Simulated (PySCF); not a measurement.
# TlSb⁻: frontier orbitals

MN15 at R = 2.829 Å; Tl aug-cc-pVDZ-PP with ECP60, Sb aug-cc-pVDZ-PP with ECP28; scalar-relativistic core potentials (PySCF 2.14). State: ²Π (doublet), unpaired electrons π ↑. Only the outer orbitals are listed, counted within each symmetry, core potentials removing the inner ones.

```csv
spin,orbital,occ.,ε (eV),on Tl (%),main shells (%)
α,7σ,1,-10.25,16,"83 Sb s, 12 Tl s"
α,8σ,1,-6.73,77,"74 Tl s, 12 Sb s, 10 Sb p"
α,5π,1,-1.79,10,"90 Sb p, 10 Tl p"
α,9σ,1,-1.08,42,"54 Sb p, 36 Tl p"
α,5π,1,-1.06,16,"83 Sb p, 15 Tl p"
α,6π,0,2.64,96,96 Tl p
α,6π,0,2.78,93,93 Tl p
β,7σ,1,-9.51,24,"75 Sb s, 20 Tl s"
β,8σ,1,-6.58,73,"70 Tl s, 19 Sb s"
β,9σ,1,-0.83,46,"49 Sb p, 42 Tl p"
β,5π,1,-0.71,28,"72 Sb p, 26 Tl p"
β,5π,0,1.63,41,"59 Sb p, 41 Tl p"
β,6π,0,2.75,83,"83 Tl p, 16 Sb p"
```

Q: Which are the highest filled and the lowest empty level, where do they sit, and how wide is the gap?

A: Highest filled β 5π at -0.71 eV (in %: 72 Sb p, 26 Tl p); lowest empty β 5π at 1.63 eV (in %: 59 Sb p, 41 Tl p); the gap at MN15 is 2.34 eV. Both belong to one degenerate shell, split only by its one-sided filling, so this is no excitation gap. An empty level above zero is unbound, and its energy depends on the basis.

```
bond order (Mayer)                                                                                                 : 1.89
⟨S²⟩                                                                                                               : 0.771
charge on Tl (Mulliken, basis-dependent)                                                                           : -0.29
charge on Tl (Löwdin, basis-dependent)                                                                             : -0.40
dipole moment (positive dipole points towards Sb; it is taken about the centre of mass and depends on that origin) : -4.32 D
```

These are scalar-relativistic numbers at best; spin–orbit coupling would shift them, the dissociation energy most. The state was picked by a PBE0 search and need not be the measured ground state.
